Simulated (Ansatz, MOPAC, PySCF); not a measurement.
Dimer: H2 (SMILES [H][H]) (first 2 atoms) with C4H6 (SMILES C=CC=C); geometry from B3LYP-D3(BJ)/def2-TZVP, rigid monomers moved along the line of their centres of mass till H2···C4 is 4.33 Å.
(charge 0, multiplicity 1):
```xyz
12

H     -0.3978    -0.7720    -0.1385
H     -0.3146    -0.3297     0.4548
C      1.0738     1.7681     3.8566
C      0.1644     1.0586     4.5270
C      0.2931    -0.3551     4.8298
C     -0.6202    -1.0655     5.4936
H      1.9878     1.3127     3.4931
H      0.9348     2.8208     3.6509
H     -0.7418     1.5457     4.8767
H      1.1990    -0.8426     4.4799
H     -0.4838    -2.1191     5.6957
H     -1.5349    -0.6099     5.8549
```

Monomers are frozen at their geometry in the pair; levels with a basis set take the counterpoise correction. Rows marked so take none.

Correlated levels freeze the cores. Rows in 6-31G*, STO-3G carry no dispersion term and start afresh at each structure (6-31G* with six Cartesian d functions). MP2/6-31G* freezes PySCF's default core. The state that PM3, PM6 reach isn't checked.

Programs: Ansatz (Gaussian orbitals); MOPAC for PM3, PM6 (differences of heats of formation); PySCF for 6-31G* rows, STO-3G rows, the dispersion terms. Values without a source in brackets are computed.

Other levels give for the interaction energy: PBE/def2-TZVPPD -0.15; B3LYP/def2-TZVPPD 0.01; B3LYP-D3(BJ)/def2-TZVPPD -0.15; wB97M-V/def2-TZVPPD -0.20; CCSD(T)/aug-cc-pVDZ -0.19 kcal/mol.

Problem. What do these common cheap choices give for the same quantity: PM3, PM6, HF/STO-3G (no counterpoise), HF/6-31G*, HF/6-31G* (no counterpoise), BP86/6-31G* (no counterpoise), B3LYP/6-31G*, MP2/6-31G* (no counterpoise)?

Solution. PM3 0.00; PM6 0.00; HF/STO-3G (no counterpoise) -0.02; HF/6-31G* -0.04; HF/6-31G* (no counterpoise) -0.10; BP86/6-31G* (no counterpoise) 0.01; B3LYP/6-31G* 0.00; MP2/6-31G* (no counterpoise) -0.16 kcal/mol. They span -0.16 to 0.01 kcal/mol.

Ansatz is a first-principles code.
